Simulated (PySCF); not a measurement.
Stretching BeBr

Set-up: Be 6-31G(d,p), Br 6-31G(d,p); no relativity (PySCF 2.14). Energies in eV from Be + Br in their ground configurations at the same level. State: ²Σ⁺ (doublet), unpaired electrons σ ↑.

```
R (Å)  r²SCAN  UHF-SCS-MP2  UHF-CCSD
1.696  -3.036       -2.476          
1.775  -3.524       -2.968    -2.629
1.854  -3.797       -3.239    -2.896
1.913  -3.896       -3.333    -2.989
1.972  -3.926       -3.357    -3.011
2.031  -3.903       -3.326    -2.978
2.110  -3.810       -3.219    -2.870
2.209  -3.625       -3.014    -2.663
2.327  -3.341       -2.704    -2.353
2.485  -2.914       -2.241
```

**Question.** Put a parabola through the three lowest points of the r²SCAN curve and estimate Re, k and ωe (reduced mass 8.089 u; 1 eV/Å² = 0.16022 mdyn/Å; ωe = 1302.8·√(k/μ) cm⁻¹).

**Answer.** Through R = 1.913, 1.972, 2.031 Å the second-order coefficient is 7.61 eV/Å², so Re ≈ 1.976 Å, k ≈ 2.44 mdyn/Å and ωe ≈ 715 cm⁻¹. A polynomial fit of higher order to the unrounded r²SCAN energies gives Re = 1.974 Å, k = 2.42 mdyn/Å, ωe = 712 cm⁻¹; anharmonicity and rounding make the difference.

The higher-order fit for each curve: r²SCAN: Re = 1.974 Å, ωe = 712 cm⁻¹, De = 3.93 eV; UHF-SCS-MP2: Re = 1.965 Å, ωe = 737 cm⁻¹, De = 3.36 eV; UHF-CCSD: Re = 1.964 Å, ωe = 738 cm⁻¹, De = 3.01 eV.

Correlated steps freeze 9 core orbitals. Correlated levels converge slowly with the basis: in double zeta they bind strong bonds too weakly, by up to about 1 eV, and carry superposition errors of some tenths. Spin–orbit coupling is left out. The state was picked by a PBE0 search and need not be the measured ground state.
